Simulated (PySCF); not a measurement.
C3H6F2Si, SMILES F[SiH2][C@@H]1C[C@@H]1F.

Coordinates come from a PBE0-D3(BJ)/def2-SVP optimisation. The structure was generated by enumeration; whether it is a known compound was not checked. The values are those of a single conformer.

Two levels are set side by side: PBE/def2-TZVP (PySCF) and ωB97X/def2-TZVP (PySCF). Same geometry, gas phase. Differences are taken from unrounded values.

| quantity | ωB97X |
|---|---|
| orbital gap (eV) | 13.36 |
| highest occupied level (eV) | -10.93 |
| lowest empty level (eV) | 2.43 |
| dipole moment (D) | 2.08 |
| mean polarisability (bohr³) | 56.6 |

Question: What does PBE give, and how far is it from ωB97X? (The exact figures need the calculation; the answer reports its results.)

Answer: 
```csv
quantity,PBE,PBE minus ωB97X
orbital gap (eV),6.44,-6.92
highest occupied level (eV),-7.05,3.88
lowest empty level (eV),-0.61,-3.04
dipole moment (D),2.00,-0.08
mean polarisability (bohr³),59.5,2.9
```

PBE's occupied levels lie high since its potential decays too fast outside the molecule; exact exchange lowers them and widens the gap. PBE's more diffuse valence density responds more strongly to a field. Differences between two approximate levels are no errors against the true value.

Rough cost on one machine, each run with all the roots and properties that it gave: ωB97X against PBE within a factor of 2.
